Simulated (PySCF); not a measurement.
# What a mistake does to a calculation on B2H5OSi

Calculated results; nothing here was measured. They come from PySCF 2.14.0, an open-source quantum chemistry program, on an isolated molecule that a program drew, which may never have been made. The molecule is B2H5OSi (charge 0, doublet), drawn as the SMILES string `BO[SiH]B`.

Each row is a Hartree-Fock (HF) and frozen-core CCSD(T) single point in the cc-pV(D+d)Z basis, meant for a local HF minimum. Run 1 is clean. Each other run has one planted mistake out of seven kinds, and not every kind appears here: one electron removed, one electron added, multiplicity raised by two, geometry at a saddle point, minimal basis STO-3G, one bond length entered in bohr, all coordinates scaled. The reference is restricted for singlets and unrestricted otherwise, and also for a bond in bohr. Adding or removing an electron swaps singlet and doublet. Electrons count all cores. HOMO and LUMO are orbital energies over both spins, the gradient is its largest component, and the lowest frequency (negative if imaginary) is given only where the gradient is small. Bond lengths are over the 8 bonds as drawn. T1 is the CCSD diagnostic: over 0.02 (restricted) or 0.045 (unrestricted) a single reference is doubtful.

Geometry of the clean run:
```xyz
9
B2H5OSi, angstrom
B     0.4143   -1.0779   -2.6551
O    -0.3906   -0.7653   -1.6097
Si   -0.4471    0.4020   -0.4434
B     0.1310    2.2183   -0.6390
H     1.4558   -0.4969   -2.8130
H     0.0594   -1.9490   -3.3992
H    -1.0847   -0.2069    0.7323
H     0.6043    2.6190   -1.6629
H     0.0046    2.9383    0.3110
```

| run | electrons | basis functions | <S^2> | HOMO (eV) | LUMO (eV) | gradient (hartree/bohr) | lowest frequency (cm^-1) | mean bond (Å) | longest bond (Å) | T1 | HF (hartree) | CCSD(T) (hartree) | mistake |
|---|---|---|---|---|---|---|---|---|---|---|---|---|---|
| 1 | 37 | 90 | 0.761 | -8.13 | 0.69 | 5.2e-06 | 62 | 1.3988 | 1.916 | 0.0168 | -416.09294 | -416.58883 | no fault |
| 2 | 37 | 90 | 0.759 | -8.37 | 0.82 | 8.7e-02 | - | 1.2688 | 1.738 | 0.0134 | -416.00308 | -416.48580 | all coordinates scaled |
| 3 | 36 | 90 | 0.000 | -16.86 | -6.63 | 8.6e-02 | - | 1.3988 | 1.916 | 0.0172 | -415.82236 | -416.29842 | one electron removed |
| 4 | 37 | 90 | 1.395 | -8.35 | 0.48 | 2.0e-02 | - | 1.5322 | 2.266 | 0.0618 | -415.96994 | -416.46847 | one bond length entered in bohr |
| 5 | 38 | 90 | 0.000 | -0.80 | 7.08 | 6.0e-02 | - | 1.3988 | 1.916 | 0.0195 | -416.09361 | -416.63389 | ? |

**Which mistake was planted in run 5, and what did it cost?**

It counts 38 electrons, one more than the clean run, at the same geometry and basis. So the mistake is: one electron added. Subtracting run 1 and multiplying by 627.51 kcal/mol a hartree, the energy moved by -0.4 kcal/mol in HF and -28.3 kcal/mol in CCSD(T).

Cautions from the logs. Run 4: T1 is over the limit, so its CCSD(T) energy is less reliable.
